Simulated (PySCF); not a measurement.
# Computed vibrations of [TmF3(NH3)]−

[TmF3(NH3)]− (singlet in the valence; each metal's 4f electrons, 13 of them, lie in its core potential, out of spins and levels). PySCF 2.14.0, RKS PBE0, Tm lcecp-0-SVP with ECP59, F def2-SVP, N def2-SVP, H def2-SVP; non-relativistic Hamiltonian with scalar-relativistic core potentials where named; density fitting; no spin-orbit coupling. Central differences of gradients.

```xyz
8

Tm    0.0916   -0.0916    0.0916
F     1.0581    1.6090    1.0581
F    -1.6090   -1.0581    1.0581
F     1.0581   -1.0581   -1.6090
N    -1.4373    1.4373   -1.4373
H    -2.0343    2.0343   -0.8690
H    -0.8690    2.0343   -2.0343
H    -2.0343    0.8690   -2.0343
```

Run from Python with OMP_NUM_THREADS=2. Where DIIS fails, smearing, a level shift and second-order steps follow.
It took 67 s on 2 threads of Arm Neoverse V1, on a shared host.

Question: What are the harmonic wavenumbers and infrared intensities?

Answer: Modes are labelled in C3v; negative numbers are unstable modes, those under 60 cm⁻¹ near the noise; a finer grid moves soft modes by up to 10 cm⁻¹.
| cm⁻¹ | km/mol | symmetry |
| --- | --- | --- |
| 41 | 3.8 | e |
| 41 | 3.8 | e |
| 93 | 78.2 | a1 |
| 101 | 20.9 | e |
| 101 | 20.9 | e |
| 121 | 0.0 | a2 |
| 228 | 4.6 | a1 |
| 368 | 17.8 | e |
| 368 | 17.8 | e |
| 408 | 139.3 | e |
| 408 | 139.3 | e |
| 417 | 2.5 | a1 |
| 1007 | 152.4 | a1 |
| 1626 | 17.0 | e |
| 1626 | 17.0 | e |
| 3522 | 3.6 | a1 |
| 3669 | 18.3 | e |
| 3669 | 18.3 | e |

Question: Is this a minimum?

Answer: Yes, within the noise of the softest modes. Ideal gas at 298.15 K and 1 bar: S = 421.2 J/(mol K), Cp = 122.9 J/(mol K), H − H(0 K) = 27.6 kJ/mol (rigid rotor, harmonic modes, spin degeneracy alone, that of the 4f electrons in the core included; the modes under 60 cm⁻¹ make these uncertain).

An lcecp potential fixes the number of 4f electrons, so in runs with it no electron can move into or out of that shell.
